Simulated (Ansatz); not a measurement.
The same path of C2H9ClSi2 (14 atoms, charge 0, multiplicity 1) was run twice with different band settings. The coordinate that changes most is the dihedral C1–C2–Si4–H13.

These are results of Ansatz 0.2.0, RHF/6-31G, not measurements.

Relaxed end points:

```xyz
14
Properties=species:S:1:pos:R:3
C -0.245 1.314 0.829
C -0.299 -0.142 0.304
Si 1.370 -1.057 0.636
Si -0.820 -0.228 -1.523
Cl -2.842 0.616 -1.734
H 0.494 1.902 0.295
H 0.015 1.335 1.881
H -1.203 1.808 0.720
H -1.055 -0.688 0.867
H 2.463 -0.430 -0.167
H 1.273 -2.499 0.260
H 1.707 -0.945 2.084
H 0.047 0.603 -2.394
H -0.918 -1.618 -2.032
```

```xyz
14
Properties=species:S:1:pos:R:3
C -0.674 1.123 0.914
C -0.274 -0.256 0.338
Si 1.623 -0.566 0.533
Si -0.951 -0.526 -1.419
Cl 0.084 0.823 -2.821
H -0.223 1.932 0.352
H -0.354 1.219 1.946
H -1.750 1.265 0.895
H -0.755 -1.036 0.932
H 2.399 0.581 -0.013
H 2.028 -1.822 -0.166
H 1.926 -0.706 1.989
H -0.704 -1.897 -1.929
H -2.387 -0.164 -1.524
```

Common settings: movable images 9; climbing image yes; optimiser quadratic models (default); start path IDPP; force threshold 0.03 eV/Å; end points relaxed.

| run | spring | iteration limit |
| --- | --- | --- |
| 1 | 5.0 eV/Å² | 57 |
| 2 | 2.0 to 10.0 eV/Å², energy-weighted | 60 |

**Question.** What does each run give, and how far can it be trusted?

**Answer.** Run 1: converged after 10 iterations, highest image 0.089 eV above the first end. A vibrational analysis at the climbing image gives one clearly imaginary mode, 48i cm⁻¹: a first-order saddle point.
Run 2: converged after 11 iterations, highest image 0.089 eV above the first end. Another band between the same ends (9 images) ends at a top of the same energy, where a vibrational analysis finds 1 clearly imaginary mode.
Limits of this set-up: no polarisation functions.
